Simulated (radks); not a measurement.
Values are calculated unless marked as measured or tabulated.
The oxygen anion O-, [He] 2s2 2p5, held by a Watson sphere: a shell of charge +1 at radius R that stands for the Madelung well of a crystal (potential energy -1/R inside, -1/r outside, in hartree with lengths in bohr). Code: a radial shooting solver on a logarithmic mesh with Libxc functionals. Model: scalar-relativistic Kohn-Sham, LDA (Slater exchange, Perdew-Wang correlation), spin-unpolarised, spherical densities, finite nucleus; Fermi nuclear charge, rms radius of each element as measured or else 0.836 A^(1/3) + 0.57 fm. Response by self-consistent Sternheimer equations with the Hartree and adiabatic LDA kernel, the relativistic mass of each level held fixed and spin-orbit coupling left out. The sphere does not respond.

[
 {"R (bohr)": "2.43", "e(1s) (eV)": "-506.57", "e(2s) (eV)": "-21.315", "e(2p) (eV)": "-7.140", "<r> 2p (bohr)": "1.430", "sum of <r^2> (bohr^2)": "17.61", "X-ray form factor at sin(theta)/lambda = 0.2 1/angstrom": "5.785", "alpha (bohr^3)": "12.87"},
 {"R (bohr)": "2.7", "e(1s) (eV)": "-506.21", "e(2s) (eV)": "-20.717", "e(2p) (eV)": "-6.587", "<r> 2p (bohr)": "1.452", "sum of <r^2> (bohr^2)": "18.20", "X-ray form factor at sin(theta)/lambda = 0.2 1/angstrom": "5.755", "alpha (bohr^3)": "14.70"},
 {"R (bohr)": "2.83", "e(1s) (eV)": "-506.04", "e(2s) (eV)": "-20.455", "e(2p) (eV)": "-6.339", "<r> 2p (bohr)": "1.461", "sum of <r^2> (bohr^2)": "18.45", "X-ray form factor at sin(theta)/lambda = 0.2 1/angstrom": "5.744", "alpha (bohr^3)": "15.62"},
 {"R (bohr)": "2.86", "e(1s) (eV)": "-506.00", "e(2s) (eV)": "-20.397", "e(2p) (eV)": "-6.283", "<r> 2p (bohr)": "1.463", "sum of <r^2> (bohr^2)": "18.51", "X-ray form factor at sin(theta)/lambda = 0.2 1/angstrom": "5.742", "alpha (bohr^3)": "15.84"},
 {"R (bohr)": "3.03", "e(1s) (eV)": "-505.77", "e(2s) (eV)": "-20.080", "e(2p) (eV)": "-5.980", "<r> 2p (bohr)": "1.474", "sum of <r^2> (bohr^2)": "18.83", "X-ray form factor at sin(theta)/lambda = 0.2 1/angstrom": "5.730", "alpha (bohr^3)": "17.08"},
 {"R (bohr)": "3.26", "e(1s) (eV)": "-505.47", "e(2s) (eV)": "-19.688", "e(2p) (eV)": "-5.599", "<r> 2p (bohr)": "1.487", "sum of <r^2> (bohr^2)": "19.22", "X-ray form factor at sin(theta)/lambda = 0.2 1/angstrom": "5.718", "alpha (bohr^3)": "18.80"},
 {"R (bohr)": "3.65", "e(1s) (eV)": "-504.99", "e(2s) (eV)": "-19.103", "e(2p) (eV)": "-5.022", "<r> 2p (bohr)": "1.506", "sum of <r^2> (bohr^2)": "19.81", "X-ray form factor at sin(theta)/lambda = 0.2 1/angstrom": "5.704", "alpha (bohr^3)": "21.82"},
 {"R (bohr)": "3.7", "e(1s) (eV)": "-504.93", "e(2s) (eV)": "-19.034", "e(2p) (eV)": "-4.954", "<r> 2p (bohr)": "1.508", "sum of <r^2> (bohr^2)": "19.88", "X-ray form factor at sin(theta)/lambda = 0.2 1/angstrom": "5.703", "alpha (bohr^3)": "22.22"},
 {"R (bohr)": "3.77", "e(1s) (eV)": "-504.85", "e(2s) (eV)": "-18.941", "e(2p) (eV)": "-4.861", "<r> 2p (bohr)": "1.511", "sum of <r^2> (bohr^2)": "19.97", "X-ray form factor at sin(theta)/lambda = 0.2 1/angstrom": "5.701", "alpha (bohr^3)": "22.77"}
]
